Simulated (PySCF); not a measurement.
C5H4F4O2.
Atom-mapped SMILES: `[F:1][C:2]1=[C:3]([O:4][CH:5]([F:6])[F:7])[O:8][CH2:9][C@H:10]1[F:11]`

Structure used (PBE0-D3(BJ)/def2-SVP), in Å, numbered top down from 1:
```
atom  x, y, z in Å
F1    -0.983    0.373    2.386
C2    -0.848    0.188    1.082
C3     0.247   -0.250    0.439
O4     1.428   -0.600    0.945
C5     2.547   -0.349    0.171
F6     3.570   -0.880    0.821
F7     2.735    0.973    0.069
O8     0.097   -0.362   -0.896
C9    -1.183    0.208   -1.193
C10   -1.966    0.273    0.115
F11   -2.842   -0.795    0.229
H12    2.459   -0.779   -0.839
H13   -1.019    1.216   -1.604
H14   -1.689   -0.425   -1.933
H15   -2.573    1.189    0.202
```

Definitions: NICS(0) = −σiso at the ring centroid; NICS(1) = −σiso and NICS(1)zz = −σzz at ±1 Å along the ring normal z. Level: GIAO PBE0/pcSseg-1 (PySCF, non-relativistic, gas phase) on the PBE0-D3(BJ)/def2-SVP geometry, one conformer.

Ring bond lengths (Å), with Mayer bond orders in brackets: C2–C3 1.343 (1.61), C3–O8 1.348 (1.02), O8–C9 1.432 (0.86), C9–C10 1.526 (1.00), C10–C2 1.481 (1.06).

Task: Give the NICS values of each ring in ppm.

Result: 
```
           ring                                                     type  NICS(0)  NICS(1), two faces  NICS(1)zz, two faces  rms pucker (Å)  centre to ring atoms, mean (Å)
C2–C3–O8–C9–C10  5-membered ring with O; formal bonds 1 double, 4 single     -8.1         -4.5 / -2.1           -4.9 / -1.2            0.09                            1.21
```

Task: What can be read from them?

Result: 
- C2–C3–O8–C9–C10: mean NICS(1)zz -3.1 ppm, shielded. C9, C10 have four or more neighbours, so the value isn't read as a sign of a π ring current. The two faces differ by 3.7 ppm, so no symmetry operation interchanges them.

Task: What is the mean of the two in-plane components of NICS at the second NICS(1) probe listed for ring C2–C3–O8–C9–C10, 1 Å off the ring?

Result: The isotropic value is a third of the trace: (3 × -2.1 − (-1.2))/2 = -2.6 ppm.

Task: Give the inner angles of the rings and the Hirshfeld charges of the ring atoms.

Result: 
- C2–C3–O8–C9–C10: C2 108.7° (+0.008 e), C3 114.2° (+0.120 e), O8 105.8° (-0.114 e), C9 107.3° (+0.012 e), C10 99.8° (+0.044 e); sum 535.9° against 540° for a flat convex ring.

Task: How do the values depend on the level or the medium?

Result: 
| level | NICS(0), C2–C3–O8–C9–C10 | mean NICS(1)zz, C2–C3–O8–C9–C10 |
| --- | --- | --- |
| PBE0/pcSseg-1, gas | -8.1 | -3.1 |
| wB97X-D/pcSseg-2, gas | -8.3 | -2.6 |
| PBE0/pcSseg-1, IEF-PCM chloroform | -8.2 | -3.1 |

The geometry is the same throughout; the continuum's cavity takes Bondi-type radii × 1.2.
